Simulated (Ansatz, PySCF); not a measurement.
Molecule: C2H3Cl2, net charge 0, doublet state. It need not be the lowest isomer of its formula. SMILES: Cl[CH]CCl
Geometry from a B3LYP-D3(BJ)/def2-TZVP (Ansatz, a first-principles code) optimisation:
```xyz
7

C      0.5824    -0.7859     0.4126
C     -0.8011    -0.4146     0.6569
Cl    -1.6377     0.1690    -0.9037
Cl     1.7993     0.4070     0.3901
H      0.8612    -1.7377    -0.0133
H     -0.9041     0.4150     1.3491
H     -1.3931    -1.2668     0.9784
```
Charge 0, spin multiplicity 2.

Wanted: atomisation energy (electronic, to ground-state atoms), in kJ/mol. Correlated levels leave the core frozen unless marked. Open shells are spin-unrestricted. No spin-orbit coupling. Non-relativistic. The coupled-cluster limit lacks core correlation, which all-electron functionals hold. CBS marks a two-point X^-3 extrapolation of the correlation energy; Hartree-Fock from the larger set. The bracket is a focal-point correction in the basis named.

| level | program | atomisation energy (kJ/mol) |
|---|---|---|
| HF-D4/def2-TZVPD | PySCF + dftd4 | 1766.7 |
| B3LYP-D3(BJ)/def2-TZVPD | Ansatz + dftd3 | … |
| CAM-B3LYP/def2-TZVPD | Ansatz | 2354.5 |
| B2GP-PLYP/def2-TZVPD | Ansatz | … |
| RI-MP2/CBS(aug-cc-pV(T+d)Z,aug-cc-pV(Q+d)Z)+[CCSD(T)-MP2]/aug-cc-pV(T+d)Z | Ansatz | 2363.7 |

Question: Fill in the missing entries.

Answer: 
- B3LYP-D3(BJ)/def2-TZVPD, atomisation energy (kJ/mol): 2369.2
- B2GP-PLYP/def2-TZVPD, atomisation energy (kJ/mol): 2327.3
